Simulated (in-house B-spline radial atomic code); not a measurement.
Binding energies in the tantalum ion Ta⁸⁺

NIST's tabulated ground configuration is [Kr] 4d10 4f13 5s2 5p4; each binding energy is the energy of the ion with one electron taken from that subshell, relaxed, less that of the parent. All numbers are computed (Dirac-Hartree-Fock, average of configuration; Fermi nucleus of rms radius 5.3507 fm) with an all-electron radial atomic-structure program (B-spline basis), not measured. Energies include first-order Breit, QED and recoil terms.

| subshell | X-ray name | binding energy (eV) | -ε (eV) | relaxation (eV) |
| --- | --- | --- | --- | --- |
| 1s | K | 67554 | 67970.5 | 82.7 |
| 2s | L1 | 11831.6 | 11920.2 | 47.7 |
| 3s | M1 | 2857.9 | 2891.2 | 25.1 |
| 3d3/2 | M4 | 1936.5 | 1966.7 | 27.2 |
| 3d5/2 | M5 | 1878.1 | 1906.7 | 26.6 |
| 4s | N1 | 712.6 | 722.8 | 8.4 |
| 4d3/2 | N4 | 382.3 | 389.5 | 6.9 |
| 4d5/2 | N5 | 370.6 | 377.4 | 6.6 |
| 5s | O1 | 199.1 | 200.2 | 0.8 |
| 4f | N6,7 | 161.6 | 167.0 | 5.6 |
| 5p | O2,3 | 159.2 | 160.0 | 0.6 |

Relaxation = -ε minus the binding energy without Breit, QED and recoil terms.

(1) What does it cost to remove two 5p electrons?

(2) What does it cost to remove both a 1s and a 4f electron?

(3) What does it cost to remove both a 2s and a 4d3/2 electron?

Answers

(1) 337.51 eV, which is 19.03 eV more than the two single binding energies together.

(2) 67749 eV, which is 32.92 eV more than the two single binding energies together.

(3) 12255 eV, which is 41.11 eV more than the two single binding energies together.
